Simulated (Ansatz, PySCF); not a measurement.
Reaction (SMILES): [SiH3][Si](Cl)(Cl)Cl → [SiH3][Si](Cl)Cl + Cl atom (the Cl-Si bond at the site shown breaks; other sites are not compared here)
Structures are relaxed separately at B3LYP-D3(BJ)/def2-TZVP in Ansatz (an electronic-structure program).

Quantity: bond dissociation energy (0 K, with B3LYP-D3(BJ) harmonic zero-point energies from PySCF), in eV. Correlated levels leave the core frozen unless marked. Open shells are spin-unrestricted. Spin-orbit coupling is left out. No relativistic terms. Basis-set limits of correlation are two-point, X^-3; Hartree-Fock from the larger set.

```csv
level,program,bond dissociation energy (eV)
revPBE/def2-TZVPD,Ansatz,___
B3LYP-D3(BJ)/def2-TZVPD,Ansatz + dftd3,___
PBE0-D3(BJ)/def2-TZVPD,Ansatz + dftd3,___
B2GP-PLYP-D3(BJ)/def2-TZVPD,Ansatz + dftd3,4.59
B2PLYP-D3(BJ)/def2-TZVPD,Ansatz + dftd3,4.54
SCS-MP2/cc-pV(Q+d)Z,Ansatz,4.78
CCSD/STO-3G,Ansatz,3.90
CCSD/aug-cc-pV(T+d)Z,Ansatz,4.44
CCSD/cc-pV(T+d)Z,Ansatz,___
"CCSD(T)/CBS(aug-cc-pV(T+d)Z,aug-cc-pV(Q+d)Z)",Ansatz,4.74
```

Q: Complete the blanks.

A: 
- revPBE/def2-TZVPD, bond dissociation energy (eV): 4.23
- B3LYP-D3(BJ)/def2-TZVPD, bond dissociation energy (eV): 4.43
- PBE0-D3(BJ)/def2-TZVPD, bond dissociation energy (eV): 4.56
- CCSD/cc-pV(T+d)Z, bond dissociation energy (eV): 4.40
